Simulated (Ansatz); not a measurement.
Computed with Ansatz on PBE0-D4/def2-TZVP structures; ΔE is electronic, products minus reactants. CCSD(T)/CBS adds triple-zeta CCSD(T) − MP2 to the extrapolated MP2 energy (def2 sets, frozen cores). This one scheme is used for every species, atoms too. Functionals use def2-TZVPP. HSE06 is defined as in plane-wave codes. No spin–orbit coupling; open shells (•) take unrestricted orbitals. Spin–orbit coupling would lower the free atoms: a little for Al, B, C, Si; clearly for Ga. For Ga outer-core shells are correlated without core-valence functions, so the limit isn't a true one: a few kJ/mol of doubt a bond, and 10 to 20 or more in all where bonds break to atoms. Scalar relativity is left out up to krypton.

Consider the atomization: `[BH2][Ga]1[CH2][SiH2][AlH]1` → Al• + B• + C• + Ga• + 7 H• + Si•.

Problem. What is ΔE at CCSD(T)/CBS? (Estimate.)

Solution. Ansatz gave: +3578.3 kJ/mol.

Problem. What do these levels give: revPBE-D4, B97M-V, B2PLYP, revPBE, BLYP, HSE06, HF/def2-SVP, CCSD/def2-SVP, CCSD(T)/def2-SVP, SCS-MP2/def2-TZVPP, CCSD(T)/def2-TZVPP, MP2/def2-QZVPP? (An estimate is asked.)

Solution. Ansatz gave: revPBE-D4 3526.1, B97M-V 3620.9, B2PLYP 3516.1, revPBE 3451.3, BLYP 3452.8, HSE06 3556.4, HF/def2-SVP 2708.8, CCSD/def2-SVP 3333.3, CCSD(T)/def2-SVP 3369.2, SCS-MP2/def2-TZVPP 3509.2, CCSD(T)/def2-TZVPP 3498.9, MP2/def2-QZVPP 3559.4 kJ/mol.

Largest T1 diagnostic among the species: 0.018.

From BLYP to BHLYP (50 % exact exchange), in def2-TZVPP and without D4, ΔE moves by +15.1 kJ/mol. The D4 term adds +49.3 kJ/mol with B3LYP and +25.9 kJ/mol with PBE0; it sums over pairs of atoms, weighted by their polarisabilities, and B3LYP, whose exchange is more repulsive, gets the larger term.

B3LYP here is the variant with VWN-RPA as its local correlation; programs differ in this.

For atomizations the MP2-based limit and the directly extrapolated one differ by several kJ/mol either way, and by 10 to 25 for some Ge, Se and Sn compounds, so smaller differences from it don't rank the levels.
